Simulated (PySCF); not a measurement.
Energy of I⁺ (iodine, charge +1) between two integer charges

The 5p beta orbital of [Kr] 4d10 5s2 5p4 is emptied in steps (occupation f), with all orbitals relaxed, ending at [Kr] 4d10 5s2 5p3. All numbers are calculated (PySCF 2.14, a scalar-relativistic core potential, in def2-TZVP with the def2 core potential (28 electrons) (6s5p3d2f, 50 functions)). The exact energy is a straight line in f; departures are measured from the line between the end points of the same method.

| f | UHF (eV) | LDA (eV) | PBE (eV) | PBE0 (eV) | r2SCAN (eV) | LC-wPBE (eV) | BHandHLYP (eV) | wB97X (eV) | BLYP (eV) | B3LYP (eV) |
| --- | --- | --- | --- | --- | --- | --- | --- | --- | --- | --- |
| 1 | 0.000 | 0.000 | 0.000 | 0.000 | 0.000 | 0.000 | 0.000 | 0.000 | 0.000 | 0.000 |
| 0.75 | 0.127 | -0.816 | -0.785 | -0.561 | -0.728 | -0.052 | -0.367 | -0.175 | -0.811 | -0.634 |
| 0.5 | 0.165 | -1.091 | -1.046 | -0.745 | -0.953 | -0.066 | -0.494 | -0.252 | -1.086 | -0.848 |
| 0.25 | 0.120 | -0.818 | -0.783 | -0.556 | -0.692 | -0.045 | -0.375 | -0.208 | -0.818 | -0.638 |
| 0 | 0.000 | 0.000 | 0.000 | 0.000 | 0.000 | 0.000 | 0.000 | 0.000 | 0.000 | 0.000 |

Problem. For PBE0, how does the orbital energy at f = 1 compare with the removal energy?

Solution. −ε = 15.753 eV against a total-energy difference of 18.749 eV. By Janak's theorem ε = ∂E/∂f, so the gap between them reflects the curvature. Along the path −ε is 17.260 (f = 0.75), 18.761 (f = 0.5), 20.243 (f = 0.25) eV.

```csv
method,E(f=0) − E(f=1) (eV),−ε at f=1 (eV),−ε at f=0.5 (eV)
UHF,17.688,18.383,17.671
LDA,19.033,14.693,19.027
PBE,18.728,14.541,18.735
PBE0,18.749,15.753,18.761
r2SCAN,18.763,14.840,18.851
LC-wPBE,18.861,18.571,18.878
BHandHLYP,18.766,16.827,18.744
wB97X,18.983,18.107,18.895
BLYP,18.735,14.427,18.719
B3LYP,18.915,15.547,18.903
```

Reference removal energy between the ground levels: 19.131 eV (measured; NIST Atomic Spectra Database, ionization energies). The calculation has no spin-orbit coupling. UHF lacks correlation.
